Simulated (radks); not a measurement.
Values are calculated unless marked as measured or tabulated.
The mean radii <r> (bohr) of the occupied orbitals of an atom or ion are listed with their occupations. Code: a radial shooting solver on a logarithmic mesh with Libxc functionals. Model: non-relativistic Kohn-Sham, exchange-only LDA, spin-polarised, spherical densities, point nucleus.

| orbital | occ. | <r> |
|---|---|---|
| 1s up | 1 | 0.05697 |
| 1s down | 1 | 0.05697 |
| 2s up | 1 | 0.2554 |
| 2s down | 1 | 0.2551 |
| 2p up | 3 | 0.2223 |
| 2p down | 3 | 0.2221 |
| 3s up | 1 | 0.6449 |

Name the element and its charge. Open shells, if any, are filled with parallel spins first.

Answer. Z = 27, cobalt, charge +16: Co16+ in [Ne] 3s1. The 1s radius gives Z: for a bare nucleus <r> = 1.5/Z, 0.05556 bohr for Z = 27, and screening makes it slightly larger (0.05697 here). The occupations add up to 11, and the charge is Z minus that.
